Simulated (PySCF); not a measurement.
**Input and output**

[Pb(OH)]+ (singlet). PySCF 2.14.0, RKS PBE0, Pb def2-SVP with ECP60, O def2-SVP, H def2-SVP; non-relativistic Hamiltonian with scalar-relativistic core potentials where named; density fitting; no spin-orbit coupling. Purpose: singlet excitations, Tamm-Dancoff PBE0.

```python
mol = gto.M(atom='''
Pb    -0.02911     0.00000    -0.08414
O      0.09169     0.00000     1.90707
H      0.28272     0.00000     2.85696''',
    basis={'Pb': 'def2-SVP', 'O': 'def2-SVP', 'H': 'def2-SVP'},
    ecp={'Pb': 'def2-SVP'},
    charge=1, spin=0)
mf = dft.RKS(mol, xc='PBE0')
mf.grids.atom_grid = (50, 194)
mf = mf.density_fit()  # fitting sets: Pb def2-universal-JKFIT, O def2-universal-JKFIT, H def2-universal-JKFIT
mf.conv_tol = 1e-08; mf.max_cycle = 55
mf.kernel(dm0)  # dm0: converged density of the relaxed state
td = mf.TDA(); td.nstates = 8; td.kernel()
```

Run from Python with OMP_NUM_THREADS=2; the lines above give its settings. Where DIIS fails, smearing, a level shift and second-order steps follow.
It took 1.8 s on 2 threads of Arm Neoverse V1, with other jobs on the host, from an already converged density.

Question: Where do the frontier levels lie, over both spins?

Answer: HOMO -14.31 eV, LUMO -8.21 eV. 

Question: What are the Mulliken charges and spins?

Answer: 
```csv
atom,charge (e),spin (e)
Pb1,1.258,0.000
O2,-0.504,0.000
H3,0.246,0.000
```

Question: Which singlet excitations follow (Tamm-Dancoff, 8 states)?

Answer: 
| state | eV | oscillator strength |
| --- | --- | --- |
| 1 | 4.36 | 0.0002 |
| 2 | 4.54 | 0.0002 |
| 3 | 4.54 | 0.0002 |
| 4 | 6.75 | 0.0933 |
| 5 | 7.08 | 0.0058 |
| 6 | 7.20 | 0.0478 |
| 7 | 7.55 | 0.1534 |
| 8 | 7.59 | 0.1636 |
Functionals without range separation put charge-transfer states too low; the basis has no diffuse functions.

The geometry was relaxed with r2SCAN (Pb def2-SVP with ECP60, O def2-SVP, H def2-SVP).
